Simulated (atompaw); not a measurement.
Cutoff test, Re (Z = 75), PAW (atompaw)

```
Element                 : rhenium (Re)
Generator               : atompaw 4.2.0.5
Type                    : PAW
Functional              : LDA (PW92)
Relativity              : scalar-relativistic
Frozen core             : [Kr] 4d10
Valence charge          : 29
Reference configuration : 4f14 5s2 5p6 5d5 6s2 6p0
Partial waves           : 5s (bound): rc 1.60 bohr; 6s (bound): rc 2.85 bohr; 5p (bound): rc 1.75 bohr; 6p (bound, empty): rc 1.85 bohr; 5d (bound): rc 2.85 bohr; 5d channel at 0.05 Ry: rc 2.85 bohr; 4f (bound): rc 0.70 bohr; 4f channel at -1.35 Ry: rc 0.70 bohr
Local potential         : vpsmatchnc scheme with l = 4 at -0.5 Ry, radius 2.05 bohr
Core correction         : smooth core density matched at 2.15 bohr
Augmentation charge     : sinc compensation charge, radius 2.70 bohr; PAW radius 2.85 bohr; waves and projectors: custom polynom vanderbiltortho
```

The pseudo-atom Hamiltonian at the reference potential is diagonalised in spherical Bessel functions j_l(qr) that vanish at 20 bohr, with q² up to the cutoff. All-electron valence levels (Ry): 5s -6.2847, 6s -0.4523, 5p -3.4700, 6p -0.1053, 5d -0.4094, 4f -3.1306.

**Question.** How do the lowest levels (Ry) of each channel move with the cutoff, and are there ghosts?

**Answer.**

```json
{"cutoff (Ry)": "8", "s #1": "-5.6229", "s #2": "-0.4522", "s #3": "0.0063", "p #1": "-2.4613", "p #2": "-0.0570", "p #3": "0.0609", "d #1": "-0.3886", "d #2": "0.0644", "f #1": "0.1125", "f #2": "0.2354", "Σ f·Δε (mRy)": "52841.7"}
{"cutoff (Ry)": "25", "s #1": "-6.2839", "s #2": "-0.4523", "s #3": "0.0063", "p #1": "-3.4685", "p #2": "-0.1052", "p #3": "0.0513", "d #1": "-0.4094", "d #2": "0.0642", "f #1": "0.1125", "f #2": "0.2353", "Σ f·Δε (mRy)": "45372.2"}
{"cutoff (Ry)": "50", "s #1": "-6.2847", "s #2": "-0.4523", "s #3": "0.0063", "p #1": "-3.4699", "p #2": "-0.1053", "p #3": "0.0512", "d #1": "-0.4094", "d #2": "0.0642", "f #1": "0.1125", "f #2": "0.2352", "Σ f·Δε (mRy)": "45361.8"}
{"cutoff (Ry)": "100", "s #1": "-6.2847", "s #2": "-0.4523", "s #3": "0.0063", "p #1": "-3.4700", "p #2": "-0.1053", "p #3": "0.0512", "d #1": "-0.4094", "d #2": "0.0642", "f #1": "0.1125", "f #2": "0.2352", "Σ f·Δε (mRy)": "45361.2"}
{"cutoff (Ry)": "180", "s #1": "-6.2847", "s #2": "-0.4523", "s #3": "0.0063", "p #1": "-3.4700", "p #2": "-0.1053", "p #3": "0.0512", "d #1": "-0.4094", "d #2": "0.0642", "f #1": "-2.8446", "f #2": "0.1125", "Σ f·Δε (mRy)": "3961.9"}
{"cutoff (Ry)": "400", "s #1": "-6.2847", "s #2": "-0.4523", "s #3": "0.0063", "p #1": "-3.4700", "p #2": "-0.1053", "p #3": "0.0512", "d #1": "-0.4094", "d #2": "0.0642", "f #1": "-3.1276", "f #2": "0.1125", "Σ f·Δε (mRy)": "0.0"}
```

Result: no extra level below or beside the all-electron valence levels (s, p, d, f tested); 10 mRy is reached at over 300 Ry and 1 mRy at over 300 Ry.
